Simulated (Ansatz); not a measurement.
CoF3⁺. Total charge 1; sextet. Geometry PBE0-D4/def2-TZVP; atoms count from 1.

```xyz
4

Co   -0.001    0.001    0.000
F     0.152   -0.366    1.635
F     0.640    1.434   -0.604
F    -0.790   -1.068   -1.032
```

(1) Estimate the Mulliken populations from the PBE0/def2-TZVP orbitals of Ansatz.

(2) Where does the spin sit?

(3) And the Mayer bond orders between heavy atoms (over 0.3)?

Answers

(1) 
```tsv
atom	charge (e)	spin (α − β)	d electrons
Co1	1.57	3.27	6.85
F2	-0.19	0.58	–
F3	-0.19	0.58	–
F4	-0.19	0.58	–
```
Mulliken values depend strongly on the basis.

(2) Summed by element: Co 3.27, F 1.73, of 5 unpaired in all. Largest on single atoms: Co1 3.27, F3 0.58, F4 0.58.

(3) Co1–F2 1.09 (1.68 Å); Co1–F3 1.09 (1.68 Å); Co1–F4 1.09 (1.68 Å).
